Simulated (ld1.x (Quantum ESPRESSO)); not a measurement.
Values are calculated unless marked as measured or tabulated.
## Pseudopotentials across the periodic table

Generated with ld1.x 7.5 (TM, RRKJ, ultrasoft, PAW), atompaw 4.2 or ONCVPSP 4.0.1. The cutoff is in Ry: for ld1.x and atompaw files where the sum of valence levels is converged to 10 mRy in a Bessel basis, for ONCV files where the hardest occupied wave has 1 mHa per electron of residual kinetic energy. The error is the largest all-electron minus pseudo excitation energy over each file’s own four to seven test configurations (ionisations up to +4, promotions, holes and added fractions of an electron), all of which were solved. The labels leave out finer settings (local radius, basis sizes, second energies), which also bear on the numbers. Spin-polarised tests are not counted. The rows are a selection from randomly drawn settings: files with unsolved tests, undetermined cutoffs or missed reference levels are left out.

A true bound ghost makes a file unfit for plane-wave use even where its test errors are small: the radial tests pick states by their node count and pass the ghost by.

```tsv
element	potential	cutoff (Ry)	largest error (meV)	bound ghosts
Be	TM, LDA (PZ), scalar-relativistic, rc 1.40/4.20 (sp), local smoothed, core correction no, reference 2s2 2p0	10	-146	none
Al	TM, PW91, scalar-relativistic, rc 1.70/2.75/2.15 (spd), local p, core correction yes, reference 3s2 3p1	10	-7.7	none
As	PAW, PW91, scalar-relativistic, rc 1.15/1.00/1.15 (spd), local smoothed, core correction yes, reference 3s2 3p6 3d10 4s2 4p1	140	-27	none
Sn	TM, PBEsol, scalar-relativistic, rc 1.90/2.35 (sp), local smoothed, core correction no, reference 5s1 5p3	12	+470	d, s
```

Q: Fill in the row for Nb: RRKJ, PBEsol, scalar-relativistic, rc 1.85/2.10/2.15 (spd), local smoothed, core correction yes, reference 4s2 4p6 4d4 5s0 5p0.

A: cutoff 40 Ry, largest error -21 meV, bound ghosts: none.

Q: Fill in the row for Hf: TM, PBEsol, scalar-relativistic, rc 2.25/3.05/1.75 (spd), local smoothed, core correction no, reference 5d2 6s1 6p1.

A: cutoff 21 Ry, largest error +43 meV, bound ghosts: s, p.
